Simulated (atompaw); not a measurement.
# Logarithmic derivatives: In, PAW (atompaw)

* Element: In
* Generator: atompaw 4.2.0.5
* Type: PAW
* Functional: PBEsol
* Relativity: scalar-relativistic
* Frozen core: [Kr] 4d10
* Valence charge: 3
* Reference configuration: 5s2 5p1
* Partial waves: 5s (bound): rc 2.00 bohr; 5s channel at 3.25 Ry: rc 3.00 bohr; 5p (bound): rc 3.00 bohr; 5p channel at 3.75 Ry: rc 3.00 bohr; 5d channel at 0.3 Ry: rc 3.00 bohr
* Local potential: bessel scheme, radius 2.95 bohr
* Core correction: smooth core density matched at 1.80 bohr
* Augmentation charge: gaussian compensation charge, radius 2.30 bohr; PAW radius 3.00 bohr; waves and projectors: custom rrkj vanderbiltortho

The phase is arctan(r·u′/u) with u = r·R(r), unwrapped; energies in Ry, scanned from -3 to 5 Ry. A pole is an energy at which the radial function vanishes at the test radius. The pseudo phase is shifted by a multiple of π to meet the all-electron one at the reference energy, and phase errors are pseudo minus all-electron; the curves can meet again beyond the range given. Levels narrower than the energy grid can be missing from the lists of poles.

Q: For each channel, where are the poles, and over which energies does the pseudopotential scatter like the atom?

A:

```
channel  radius (bohr)  reference energy (Ry)  poles, all-electron  poles, pseudo  unbroken range about the reference energy with phases within 0.05 rad  phase error 1 Ry above the reference energy (rad)
      s           3.00                  -0.61                 0.23           0.23                                                        the whole range                                             -0.001
      p           3.00                  -0.19                 1.23           1.20                                                        the whole range                                             -0.004
      d           3.00                   0.30          -1.32, 3.06           2.46                                                            -1.0 to 0.8                                             -0.152
```

Phases in the d channel:

```json
{"E (Ry)": "-3.00", "all-electron": "1.377", "pseudo": "-1.752"}
{"E (Ry)": "-2.76", "all-electron": "1.368", "pseudo": "-1.759"}
{"E (Ry)": "-2.52", "all-electron": "1.357", "pseudo": "-1.766"}
{"E (Ry)": "-2.28", "all-electron": "1.344", "pseudo": "-1.775"}
{"E (Ry)": "-2.04", "all-electron": "1.326", "pseudo": "-1.784"}
{"E (Ry)": "-1.80", "all-electron": "1.296", "pseudo": "-1.795"}
{"E (Ry)": "-1.56", "all-electron": "1.211", "pseudo": "-1.808"}
{"E (Ry)": "-1.32", "all-electron": "-1.586", "pseudo": "-1.823"}
{"E (Ry)": "-1.08", "all-electron": "-1.784", "pseudo": "-1.841"}
{"E (Ry)": "-0.84", "all-electron": "-1.833", "pseudo": "-1.863"}
{"E (Ry)": "-0.60", "all-electron": "-1.874", "pseudo": "-1.892"}
{"E (Ry)": "-0.36", "all-electron": "-1.918", "pseudo": "-1.929"}
{"E (Ry)": "-0.12", "all-electron": "-1.976", "pseudo": "-1.982"}
{"E (Ry)": "0.12", "all-electron": "-2.058", "pseudo": "-2.059"}
{"E (Ry)": "0.36", "all-electron": "-2.186", "pseudo": "-2.187"}
{"E (Ry)": "0.60", "all-electron": "-2.413", "pseudo": "-2.425"}
{"E (Ry)": "0.84", "all-electron": "-2.847", "pseudo": "-2.921"}
{"E (Ry)": "1.08", "all-electron": "-3.503", "pseudo": "-3.666"}
{"E (Ry)": "1.32", "all-electron": "-4.014", "pseudo": "-4.163"}
{"E (Ry)": "1.56", "all-electron": "-4.285", "pseudo": "-4.403"}
{"E (Ry)": "1.80", "all-electron": "-4.435", "pseudo": "-4.534"}
{"E (Ry)": "2.04", "all-electron": "-4.527", "pseudo": "-4.617"}
{"E (Ry)": "2.28", "all-electron": "-4.590", "pseudo": "-4.676"}
{"E (Ry)": "2.52", "all-electron": "-4.637", "pseudo": "-4.723"}
{"E (Ry)": "2.76", "all-electron": "-4.674", "pseudo": "-4.764"}
{"E (Ry)": "3.00", "all-electron": "-4.705", "pseudo": "-4.803"}
{"E (Ry)": "3.24", "all-electron": "-4.733", "pseudo": "-4.843"}
{"E (Ry)": "3.48", "all-electron": "-4.759", "pseudo": "-4.889"}
{"E (Ry)": "3.72", "all-electron": "-4.784", "pseudo": "-4.946"}
{"E (Ry)": "3.96", "all-electron": "-4.810", "pseudo": "-5.025"}
{"E (Ry)": "4.20", "all-electron": "-4.839", "pseudo": "-5.150"}
{"E (Ry)": "4.44", "all-electron": "-4.872", "pseudo": "-5.384"}
{"E (Ry)": "4.68", "all-electron": "-4.913", "pseudo": "-5.901"}
{"E (Ry)": "4.92", "all-electron": "-4.968", "pseudo": "-6.715"}
```
